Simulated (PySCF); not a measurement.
B(OH)(OMe)(NH2) (CH₆BNO₂), SMILES B(O)(N)OC. Atoms are numbered in the order given.

```xyz
11

B     -0.0593    -0.5213     0.0000
O     -0.8560    -1.6359     0.0000
H     -0.3597    -2.4564     0.0000
O     -0.7316     0.6714     0.0000
C     -0.0592     1.8890     0.0000
H      0.5790     2.0175    -0.8953
H     -0.7988     2.7035     0.0000
H      0.5790     2.0175     0.8953
N      1.3601    -0.5835     0.0000
H      1.9477     0.2371     0.0000
H      1.8847    -1.4455     0.0000
```
Charge 0, spin multiplicity 1.

Geometry optimised at PBE0-D3(BJ)/def2-SVP. The values are those of a single conformer.

Calculation: PySCF with PBE0-D3(BJ)/def2-SVP.

Harmonic, unscaled wavenumbers; measured fundamentals usually lie a few per cent lower.

Computed normal modes with their intensities:
```
mode  ν (cm⁻¹)  IR (km/mol)  moving atoms (share of kinetic energy)
----  --------  -----------  --------------------------------------
1          122          1.2                  O 55 %, H 30 %, C 14 %
2          131          0.3                                  H 90 %
3          244          1.1          C 31 %, H 29 %, N 25 %, O 12 %
4          290         76.5                          H 84 %, N 15 %
5          351        173.1                                  H 94 %
6          411          8.1                  O 43 %, H 30 %, N 16 %
7          490          8.4           O 51 %, H 19 %, C 14 %, B 9 %
8          501         44.8                          H 90 %, O 10 %
9          657         46.0                          B 81 %, O 13 %
10         827          4.4           O 44 %, N 28 %, H 17 %, C 9 %
11         871         16.0                   H 70 %, N 20 %, O 9 %
12         992        127.4                          H 68 %, O 21 %
13        1180         44.5                  H 37 %, O 31 %, C 29 %
14        1181          0.7                          H 76 %, C 19 %
15        1225         45.9                  H 47 %, C 23 %, O 21 %
16        1411        159.0           B 40 %, H 39 %, O 11 %, C 9 %
17        1447        423.3                  B 51 %, H 29 %, O 13 %
18        1476          5.2                                  H 97 %
19        1481         16.1                                  H 93 %
20        1516        189.1                  H 51 %, B 31 %, O 14 %
21        1606        245.3                  H 68 %, N 19 %, B 12 %
22        2999         59.6                                  H 97 %
23        3069         51.6                          H 90 %, C 10 %
24        3139         27.6                           H 91 %, C 9 %
25        3662         29.9                                  H 96 %
26        3763         28.5                           H 91 %, N 9 %
27        3961         63.1                                  H 94 %
```
